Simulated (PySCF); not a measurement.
Input of a run (PBE0-D3(BJ)/def2-SVP geometry optimisation, gas phase, def2 core potentials past Kr (PySCF 2.14.0)), started from GFN2-xTB:
```
{"job": {"xc": "PBE0", "basis": "def2-SVP", "d3": "d3bj", "grid": 1, "maxiter": 40, "kind": "geom"}, "charge": 0, "multiplicity": 1}
Bi    -0.004840     0.005490     0.990730
Cl     2.091300    -0.029720    -0.319880
Cl    -1.018880     1.822170    -0.345220
Cl    -1.067580    -1.797940    -0.325630
```

Output (energies in Eh, forces in Eh/bohr):
```
step   0  E = -1594.47184024  max force = 0.018303
step   1  E = -1594.47402612  max force = 0.001976
step   2  E = -1594.47418753  max force = 0.001051
step   3  E = -1594.47417994  max force = 0.000873
step   4  E = -1594.47417929  max force = 0.000832
step   5  E = -1594.47417837  max force = 0.000807
step   6  E = -1594.47417803  max force = 0.000798
step   7  E = -1594.47417783  max force = 0.000794
step   8  E = -1594.47417770  max force = 0.000791
step   9  E = -1594.47417756  max force = 0.000789
step  10  E = -1594.47417742  max force = 0.000787
step  11  E = -1594.47417727  max force = 0.000785
step  12  E = -1594.47417712  max force = 0.000780
step  13  E = -1594.47417696  max force = 0.000777
step  14  E = -1594.47417680  max force = 0.000775
step  15  E = -1594.47417663  max force = 0.000772
step  16  E = -1594.47417646  max force = 0.000769
step  17  E = -1594.47417628  max force = 0.000767
step  18  E = -1594.47417610  max force = 0.000765
step  19  E = -1594.47417590  max force = 0.000763
step  20  E = -1594.47417571  max force = 0.000759
step  21  E = -1594.47417551  max force = 0.000756
step  22  E = -1594.47417530  max force = 0.000754
step  23  E = -1594.47417509  max force = 0.000752
step  24  E = -1594.47417486  max force = 0.000749
step  25  E = -1594.47417464  max force = 0.000747
step  26  E = -1594.47417440  max force = 0.000745
step  27  E = -1594.47417415  max force = 0.000743
step  28  E = -1594.47417390  max force = 0.000740
step  29  E = -1594.47417364  max force = 0.000739
step  30  E = -1594.47417334  max force = 0.000736
step  31  E = -1594.47417305  max force = 0.000734
step  32  E = -1594.47417274  max force = 0.000733
step  33  E = -1594.47417243  max force = 0.000730
optimisation converged
```

Summarise the run.

The energy falls by 0.063 eV over 34 energy and gradient evaluations, the largest force component goes from 0.0183 to 7.3e-04 Eh/bohr, and the atoms move by 0.083 Å rms after alignment. The bond that changes most is Bi1–Cl4 (ends: bismuth bonded to 3 Cl; chlorine bonded to Bi), which shortens by 0.020 Å. Bonds longer at the end by more than 0.005 Å: 0 of 3; shorter: 3. Among the angles that change most is Cl2–Bi1–Cl3, from 94.1° to 99.5°. The energy rose by more than 1e-6 Eh at step 3. The first step brought 94 % of the lowering.

What are the final bond lengths?

Bi1–Cl2 2.459 Å, Bi1–Cl3 2.455 Å, Bi1–Cl4 2.453 Å. Numbering counts from 1 in the input's order; the species is `[Cl][Bi]([Cl])[Cl]`.

The run used 80 basis functions and 100 SCF cycles in all.

Whether it is a minimum is left open (no frequencies).
